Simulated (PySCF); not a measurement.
A structure optimised at B3LYP-D3(BJ)/def2-SVP, used in a PySCF frequency run:

```xyz
7

Cl    -2.9945     0.8002    -0.7057
C     -2.0003    -0.5454    -0.2022
C     -0.7127    -0.6103    -0.4266
C      0.5720    -0.6794    -0.6388
Br     1.8653    -0.0039     0.5948
H     -2.5576    -1.3309     0.3167
H      1.0240    -1.1236    -1.5295
```

**Question.** Write its SMILES and formula.

**Answer.** ClC=C=CBr, C₃H₂BrCl

**Question.** What are its rotational constants (standard atomic weights)?

**Answer.** 11.060, 0.70192, 0.67891 GHz
